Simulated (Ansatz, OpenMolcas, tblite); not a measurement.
# As2 (SMILES [As]#[As]): methods side by side

The species is As2 (2 atoms), meant as a singlet with charge 0. SMILES: `[As]#[As]`. The shape is that of a PBE0-D4/def2-TZVP optimisation.

```csv
atom,x (Å),y (Å),z (Å)
As,0.0000,0.0000,0.0025
As,0.0000,0.0000,2.0915
```

Quantity: the HOMO–LUMO gap, in eV. The values are calculated.

```tsv
level	kind	program	value (eV)	CPU time
GFN1-xTB	semi-empirical	tblite	2.43	under 2 s
HF/def2-TZVPPD	Hartree–Fock	Ansatz	9.51	2.5 s
SVWN5/def2-TZVPPD	LDA	OpenMolcas	3.17	24 s
BLYP/def2-TZVPPD	GGA	Ansatz	3.13	5 s
revPBE/def2-TZVPPD	GGA	Ansatz	3.20	4.5 s
r2SCAN/def2-TZVPPD	meta-GGA	Ansatz	3.48	10 s
BHLYP/def2-TZVPPD	global hybrid	OpenMolcas	6.34	26 s
HSE06/def2-TZVPPD	range-separated hybrid	Ansatz	4.05	6.3 s
PBE-QIDH/def2-TZVPPD	double hybrid	Ansatz	7.65	8.5 s
```

All-electron rows without a relativistic Hamiltonian named are non-relativistic. The values span 2.43 to 9.51 eV. Orbital gaps aren't excitation energies, and those of double hybrids come from the SCF part alone; they tend to grow with the share of exact exchange. Times are those of the runs behind each value, whatever else they computed, on shared processors of several kinds: orders of magnitude only.
